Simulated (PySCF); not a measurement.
C$_{2}$H$_{6}$Zn, charge -1, doublet, geometry from GFN2-xTB (such geometries of metal compounds can be far from the true shape) (a state made from the parent by changing its charge; the spin is typed, not shown lowest) (in this run its highest filled SCF level lies above zero, so its values depend strongly on the basis, on diffuse functions most of all). Base run: DF-PBE0/6-31G** (PySCF).

Input for PySCF:
```python
from pyscf import gto, scf, dft

mol = gto.M(
    atom='''
Zn    0.177598   -0.490941    0.132296
C     1.321480    0.970220   -1.473530
H     2.312717    0.651652   -1.828288
H     1.457646    1.966988   -1.033612
H     0.704538    1.110572   -2.371749
C    -1.856003    0.510465    1.073903
H    -2.769856   -0.088813    0.949038
H    -2.040182    1.464873    0.566003
H    -1.785679    0.738859    2.147487
''',
    basis='6-31g**',
    charge=-1,
    spin=1,
    verbose=3,
)

mf = dft.UKS(mol)
mf.xc = 'pbe0'
mf = mf.density_fit(auxbasis='def2-universal-jkfit')
mf.kernel()
```

Each row names what was changed in the base input (with any setting that the change needs).

| change | basis functions | E (Eh) | HOMO (eV) | core-seconds (rough) |
|---|---|---|---|---|
| base | 92 | -1858.45377 | 1.16 | 10 |
| basis = pcseg-0 | 54 | -1854.61759 | 1.82 | 9 |
| basis = 3-21G | 57 | -1849.47183 | 1.27 | 8 |
| basis = def2-SV(P) | 64 | -1858.44933 | 1.35 | 10 |
| basis = 6-31G* | 74 | -1858.44330 | 1.18 | 9 |
| basis = pc-1 | 89 | -1858.69297 | 1.30 | 10 |
| basis = def2-SVP | 89 | -1858.46622 | 1.32 | 10 |
| basis = cc-pVDZ | 101 | -1858.83481 | 0.85 | 10 |
| basis = def2-TZVP | 146 | -1858.82926 | 0.73 | 20 |
| basis = aug-cc-pVDZ | 159 | -1858.85016 | 0.44 | 30 |
| basis = pcseg-2 | 200 | -1858.86343 | 0.84 | 30 |
| basis = def2-TZVPP | 210 | -1858.83156 | 0.72 | 30 |
| basis = cc-pVTZ | 212 | -1858.87133 | 0.69 | 30 |

Totals compare only among sets that treat the same electrons; sets with core potentials leave the core out.

Open shells are given as the SCF converged; they aren't shown to be the lowest states, and a large step between rows can be another state.
